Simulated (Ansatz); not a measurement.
`[F][Hf]([F])([F])[Cl]` + HBr → `[F][Hf]([F])([Cl])[Br]` + H–F  (ligand exchange at the Hf–F bond)

Isolated molecules relaxed with PBE0-D4/def2-TZVP in Ansatz; ΔE leaves out vibrations. CBS: MP2 limit from def2 TZ/QZ plus the TZ coupled-cluster correction, frozen cores. This one scheme is used for every species. Elements past krypton have def2 core potentials. For Br, Hf outer-core shells are correlated without core-valence functions, which leaves a few kJ/mol of doubt a bond. Scalar relativity is left out up to krypton.

`[F][Hf]([F])([F])[Cl]`:

Cartesian coordinates in Å:
```
F 0.237 1.818 0.567
Hf 0.049 0.039 -0.046
F -0.611 0.070 -1.818
F 1.748 -0.792 -0.041
Cl -1.424 -1.136 1.339
```

HBr:

Cartesian coordinates in Å:
```
Br 0.324 0.548 0.314
H -0.324 -0.548 -0.314
```

`[F][Hf]([F])([Cl])[Br]`:

Cartesian coordinates in Å:
```
F -0.101 0.499 1.880
Hf 0.002 -0.065 0.085
F 0.623 -1.844 0.064
Cl -2.119 0.022 -0.873
Br 1.595 1.389 -1.156
```

H–F:

Cartesian coordinates in Å:
```
F 0.325 0.200 -0.256
H -0.325 -0.200 0.256
```

```csv
species,HF/def2-QZVPP energy (Eh)
`[F][Hf]([F])([F])[Cl]`,-805.83272
HBr,-2573.05135
`[F][Hf]([F])([Cl])[Br]`,-3278.80628
H–F,-100.07004
```

(1) Work out ΔE.

Largest T1 diagnostic among the species: 0.016.

Answers

(1) ΔE = (-3278.80628) + (-100.07004) − (-805.83272) − (-2573.05135) = 0.00775 Eh = +20.3 kJ/mol. CCSD(T)/CBS gives +12.2 kJ/mol.

The D4 term adds −4.7 kJ/mol with B3LYP and −2.7 kJ/mol with PBE0; it sums over pairs of atoms, weighted by their polarisabilities, and B3LYP, whose exchange is more repulsive, gets the larger term. From BLYP to BHLYP (50 % exact exchange), in def2-TZVPP and without D4, ΔE moves by −13.3 kJ/mol. At CCSD(T), def2-SVP lies +26.4 kJ/mol from the extrapolated value and def2-TZVPP +3.6 kJ/mol.

B3LYP here is the variant with VWN-RPA as its local correlation; programs differ in this.
